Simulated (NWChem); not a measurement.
Everything below was run with NWChem. System: F$_{2}$Zn, charge 0, spin multiplicity 1, at a geometry optimised with PBE0/def2-SVP. The structure started from a generated list of species. Level: CAM-B3LYP/def2-SVP.

NWChem printed:

```
             Northwest Computational Chemistry Package (NWChem) 7.3.0
             --------------------------------------------------------

                                NWChem Input Module
                                -------------------

 Scaling coordinates for geometry "geometry" by  1.889725989
 (inverse scale =  0.529177249)

 Turning off AUTOSYM since
 SYMMETRY directive was detected!

                             Geometry "geometry" -> ""
                             -------------------------

 Output coordinates in angstroms (scale by  1.889725989 to convert to a.u.)

  No.       Tag          Charge          X              Y              Z
 ---- ---------------- ---------- -------------- -------------- --------------
    1 Zn                  30.0000     0.00000000     0.00000000     0.00000000
    2 F                    9.0000     0.00000000     0.00000000     1.72996300
    3 F                    9.0000     0.00000000     0.00000000    -1.72996300

 Effective nuclear repulsion energy (a.u.)     177.5687647911

            Nuclear Dipole moment (a.u.)
            ----------------------------
        X                 Y               Z
 ---------------- ---------------- ----------------
     0.0000000000     0.0000000000     0.0000000000

      Symmetry information
      --------------------

 Group name             D2h
 Group number             26
 Group order               8
 No. of unique centers     2

      Symmetry unique atoms

     1    2


 Summary of "ao basis" -> "" (spherical)
 ------------------------------------------------------------------------------
       Tag                 Description            Shells   Functions and Types
 ---------------- ------------------------------  ------  ---------------------
 *                          def2-svp                  on all atoms

                                 NWChem DFT Module
                                 -----------------

 Summary of "ao basis" -> "ao basis" (spherical)
 ------------------------------------------------------------------------------
       Tag                 Description            Shells   Functions and Types
 ---------------- ------------------------------  ------  ---------------------
 Zn                         def2-svp                11       31   5s3p2d1f
 F                          def2-svp                 6       14   3s2p1d

 Summary of "ao basis" -> "ao basis" (spherical)
 ------------------------------------------------------------------------------
       Tag                 Description            Shells   Functions and Types
 ---------------- ------------------------------  ------  ---------------------
 Zn                         def2-svp                11       31   5s3p2d1f
 F                          def2-svp                 6       14   3s2p1d

      Symmetry analysis of basis
      --------------------------

        ag         16
        au          2
        b1g         3
        b1u        12
        b2g         5
        b2u         8
        b3g         5
        b3u         8

  int_init: cando_txs set to always be  F

            General Information
            -------------------
          SCF calculation type: DFT
          Wavefunction type:  closed shell.
          No. of atoms     :     3
          No. of electrons :    48
           Alpha electrons :    24
            Beta electrons :    24
          Charge           :     0
          Spin multiplicity:     1
          Use of symmetry is: on ; symmetry adaption is: on
          Maximum number of iterations: 100
          This is a Direct SCF calculation.
          AO basis - number of functions:    59
                     number of shells:    23
          Convergence on energy requested:  1.00D-06
          Convergence on density requested:  1.00D-05
          Convergence on gradient requested:  5.00D-04

              XC Information
              --------------
                     Hartree-Fock (Exact) Exchange  1.000
                   CAM-Becke88 Exchange Functional  1.000
                      VWN V Correlation Functional  0.190 local
              Lee-Yang-Parr Correlation Functional  0.810

           Range-Separation Parameters
           ---------------------------
[...]
    16 b2g        17 b1g        18 ag         19 b1u        20 b2u
    21 b3u        22 b3g        23 b2g        24 ag         25 ag
    26 b2u        27 b3u        28 ag         29 b1u        30 b2g
    31 b3g        32 b1u        33 ag         34 b2u

 !! scf_movecs_sym_adapt:   26 vectors were symmetry contaminated

  Symmetry fudging

 !! scf_movecs_sym_adapt:   26 vectors were symmetry contaminated

   convergence    iter        energy       DeltaE   RMS-Dens  Diis-err    time
 ---------------- ----- ----------------- --------- --------- ---------  ------
 d= 0,ls=0.0,diis     1  -1978.6567954345 -2.16D+03  2.71D-02  9.83D-01     1.1

 !! scf_movecs_sym_adapt:   26 vectors were symmetry contaminated

  Symmetry fudging

 !! scf_movecs_sym_adapt:   26 vectors were symmetry contaminated

 d= 0,ls=0.0,diis     2  -1978.6135917876  4.32D-02  1.15D-02  2.00D+00     1.7

 !! scf_movecs_sym_adapt:   26 vectors were symmetry contaminated

  Symmetry fudging

 !! scf_movecs_sym_adapt:   26 vectors were symmetry contaminated

 d= 0,ls=0.0,diis     3  -1978.7713629615 -1.58D-01  1.10D-03  9.17D-03     2.2

 !! scf_movecs_sym_adapt:   26 vectors were symmetry contaminated

  Symmetry fudging

 !! scf_movecs_sym_adapt:   26 vectors were symmetry contaminated

 d= 0,ls=0.0,diis     4  -1978.7717608194 -3.98D-04  5.27D-04  4.45D-03     2.9

 !! scf_movecs_sym_adapt:   26 vectors were symmetry contaminated

  Symmetry fudging

 !! scf_movecs_sym_adapt:   26 vectors were symmetry contaminated

 d= 0,ls=0.0,diis     5  -1978.7720684272 -3.08D-04  1.58D-04  3.06D-04     3.5

 !! scf_movecs_sym_adapt:   26 vectors were symmetry contaminated

  Symmetry fudging

 !! scf_movecs_sym_adapt:   26 vectors were symmetry contaminated

  Resetting Diis
 d= 0,ls=0.0,diis     6  -1978.7720906281 -2.22D-05  4.93D-05  8.04D-06     4.3

 !! scf_movecs_sym_adapt:   26 vectors were symmetry contaminated

  Symmetry fudging

 !! scf_movecs_sym_adapt:   26 vectors were symmetry contaminated

 d= 0,ls=0.0,diis     7  -1978.7720915847 -9.57D-07  6.41D-06  7.32D-08     5.1

         Total DFT energy =    -1978.772091584745
      One electron energy =    -3115.037208180906
           Coulomb energy =     1050.945029929245
    Exchange-Corr. energy =      -92.248678124195
 Nuclear repulsion energy =      177.568764791111

 Numeric. integr. density =       47.999992187884

     Total iterative time =      4.7s

                  Occupations of the irreducible representations
                  ----------------------------------------------

                     irrep           alpha         beta
                     --------     --------     --------
                     ag                8.0          8.0
                     au                0.0          0.0
                     b1g               1.0          1.0
                     b1u               5.0          5.0
                     b2g               2.0          2.0
                     b2u               3.0          3.0
                     b3g               2.0          2.0
                     b3u               3.0          3.0

                       DFT Final Molecular Orbital Analysis
                       ------------------------------------

 Vector   22  Occ=2.000000D+00  E=-4.408086D-01  Symmetry=b2u
              MO Center=  1.5D-17,  2.8D-18,  2.1D-16, r^2= 3.3D+00
   Bfn.  Coefficient  Atom+Function         Bfn.  Coefficient  Atom+Function
  ----- ------------  ---------------      ----- ------------  ---------------
    36      0.452161  2 F  py                50      0.452161  3 F  py
    39     -0.320797  2 F  py                53     -0.320797  3 F  py
    13     -0.173307  1 Zn py                10      0.067178  1 Zn py

 Vector   23  Occ=2.000000D+00  E=-4.141659D-01  Symmetry=b3g
              MO Center= -7.1D-31, -2.0D-15, -3.2D-17, r^2= 3.2D+00
   Bfn.  Coefficient  Atom+Function         Bfn.  Coefficient  Atom+Function
  ----- ------------  ---------------      ----- ------------  ---------------
    36      0.458071  2 F  py                50     -0.458071  3 F  py
    39     -0.336699  2 F  py                53      0.336699  3 F  py
    16      0.249726  1 Zn d -1              21      0.056036  1 Zn d -1

 Vector   24  Occ=2.000000D+00  E=-4.141659D-01  Symmetry=b2g
              MO Center=  1.6D-15, -1.0D-30,  2.8D-16, r^2= 3.2D+00
   Bfn.  Coefficient  Atom+Function         Bfn.  Coefficient  Atom+Function
  ----- ------------  ---------------      ----- ------------  ---------------
    35      0.458071  2 F  px                49     -0.458071  3 F  px
    38     -0.336699  2 F  px                52      0.336699  3 F  px
    18     -0.249726  1 Zn d  1              23     -0.056036  1 Zn d  1

 Vector   25  Occ=0.000000D+00  E=-2.586728D-02  Symmetry=ag
              MO Center= -2.1D-17, -2.1D-17,  2.1D-15, r^2= 4.5D+00
   Bfn.  Coefficient  Atom+Function         Bfn.  Coefficient  Atom+Function
  ----- ------------  ---------------      ----- ------------  ---------------
     5      0.856073  1 Zn s                  4      0.278423  1 Zn s
    17      0.246897  1 Zn d  0              34     -0.246204  2 F  s
    48     -0.246204  3 F  s                  3     -0.234956  1 Zn s
    37     -0.206076  2 F  pz                51      0.206076  3 F  pz
    40      0.165081  2 F  pz                54     -0.165081  3 F  pz

 Vector   26  Occ=0.000000D+00  E= 1.001912D-01  Symmetry=b3u
              MO Center=  4.6D-15,  8.7D-16,  5.5D-18, r^2= 2.3D+00
   Bfn.  Coefficient  Atom+Function         Bfn.  Coefficient  Atom+Function
  ----- ------------  ---------------      ----- ------------  ---------------
    12      1.055528  1 Zn px                 9     -0.275841  1 Zn px
    35      0.165575  2 F  px                49      0.165575  3 F  px
    38     -0.159151  2 F  px                52     -0.159151  3 F  px
     6      0.088077  1 Zn px

 Vector   27  Occ=0.000000D+00  E= 1.001912D-01  Symmetry=b2u
              MO Center=  3.1D-16,  4.3D-15, -1.3D-17, r^2= 2.3D+00
   Bfn.  Coefficient  Atom+Function         Bfn.  Coefficient  Atom+Function
  ----- ------------  ---------------      ----- ------------  ---------------
    13      1.055528  1 Zn py                10     -0.275841  1 Zn py
    36      0.165575  2 F  py                50      0.165575  3 F  py
    39     -0.159151  2 F  py                53     -0.159151  3 F  py
     7      0.088077  1 Zn py

 center of mass
 --------------
 x =   0.00000000 y =   0.00000000 z =   0.00000000

 moments of inertia (a.u.)
 ------------------
         406.086286601976           0.000000000000           0.000000000000
           0.000000000000         406.086286601976           0.000000000000
           0.000000000000           0.000000000000           0.000000000000

     Multipole analysis of the density
     ---------------------------------

     L   x y z        total         alpha         beta         nuclear
     -   - - -        -----         -----         ----         -------
     0   0 0 0     -0.000000    -24.000000    -24.000000     48.000000

     1   1 0 0     -0.000000     -0.000000     -0.000000      0.000000
     1   0 1 0     -0.000000     -0.000000     -0.000000      0.000000
     1   0 0 1      0.000000      0.000000      0.000000      0.000000

     2   2 0 0    -14.949305     -7.474652     -7.474652      0.000000
     2   1 1 0      0.000000      0.000000      0.000000      0.000000
     2   1 0 1      0.000000      0.000000      0.000000      0.000000
     2   0 2 0    -14.949305     -7.474652     -7.474652      0.000000
     2   0 1 1      0.000000      0.000000      0.000000      0.000000
     2   0 0 2    -25.751802   -109.062332   -109.062332    192.372862

 Task  times  cpu:        5.1s     wall:        5.1s

 Total times  cpu:        5.1s     wall:        5.1s
```

### Question
Write an NWChem input that would produce this output.

### Answer
One answer among several that fit: 
```
start mol
memory heap 200 mb stack 900 mb global 1100 mb
geometry units angstroms nocenter noautoz
  Zn     0.000000     0.000000     0.000000
  F      0.000000     0.000000     1.729963
  F      0.000000     0.000000    -1.729963
  symmetry group D2h
end
basis spherical
  * library def2-svp
end
dft
  xc xcamb88 1.00 lyp 0.81 vwn_5 0.19 hfexch 1.00
  cam 0.33 cam_alpha 0.19 cam_beta 0.46
  direct
  iterations 100
end
task dft energy
```
